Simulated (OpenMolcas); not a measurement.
Co2+ (d7) among equal point charges was computed by CASSCF with the d shell active (OpenMolcas, ANO-RCC-VDZP on the metal). Its lowest spin-free states, and all those of the highest spin:

```csv
2S+1,Degeneracy,E (cm-1)
4,1,0.0
4,2,3285
4,2,4340
4,2,7290
2,1,16059
2,2,17933
2,2,19562
2,2,20170
2,1,20353
2,2,22022
2,2,22729
4,1,24944
4,2,32178
```

**Question.** Is the site octahedral, tetrahedral or cube-like, axial, or of lower symmetry?

**Answer.** The states with 2S+1 = 4 have orbital degeneracies 1, 2, 2, 2, 1, 2. There are pairs but no triples, so the site is axial: not cubic, but with a proper or improper axis of order three or more. The run had Co2+ among 2 point charges of -2.5 e arranged as a linear pair (D∞h), 1.7 Å from the ion.

Without dynamic correlation the repulsion within the d shell is too large (B by tens of per cent), so at a given field states of lower spin stand too high. This is an electrostatic model: the charges have no orbitals. No measured value stands beside these numbers.
